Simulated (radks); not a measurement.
The numbers below are computed, except where a source is named.
How relativity changes the ionisation of neutral terbium ([Xe] 4f9 6s2) to Tb+ ([Xe] 4f9 6s1). Spin-unpolarised spherical Kohn-Sham, BLYP, point nucleus unless stated (finite: rms radius 5.06 fm), a radial shooting solver on a logarithmic mesh with Libxc functionals. A level marked "c x" has the speed of light scaled by that factor and shares open shells by 2j + 1; other Dirac levels either fill j = l - 1/2 first or share by 2j + 1.

level                               E(Tb) (hartree)  E(Tb+) (hartree)  IE (eV)   HOMO  <r> HOMO (bohr)
non-rel.                                -11230.3395       -11230.1301    5.699     6s            4.412
scalar-rel.                             -11709.7715       -11709.5467    6.117     4f           0.9121
scalar-rel., finite nucleus             -11708.8482       -11708.6234    6.117     4f           0.9121
Dirac, 2j+1 shares                      -11719.7074       -11719.4825    6.119  4f7/2           0.9233
Dirac, low j first                      -11719.7690       -11719.5442    6.115  4f7/2           0.9272
Dirac, 2j+1 shares, finite nucleus      -11718.7782       -11718.5534    6.118  4f7/2           0.9233
Dirac, c x 0.85                         -11943.1302       -11942.8967    6.354  4f7/2           0.9626
Dirac, c x 1.5                          -11433.7984       -11433.5830    5.861  6s1/2            4.303
Dirac, c x 10                           -11234.7053       -11234.4958    5.703  6s1/2            4.410

NIST Atomic Spectra Database: 5.864 eV (measured). The relativistic part of the total energy of Tb is -488.4 hartree (Dirac, 2j+1 shares, finite nucleus), 4.3 % of the non-relativistic value. Spin polarisation and multiplet splitting of open shells are left out at every level.

Beside tabulated values, note that relativity, absent from the non-relativistic runs, is large for the heavy elements, and spin-unpolarised runs miss the spin-polarisation part of the exchange energy of open shells.
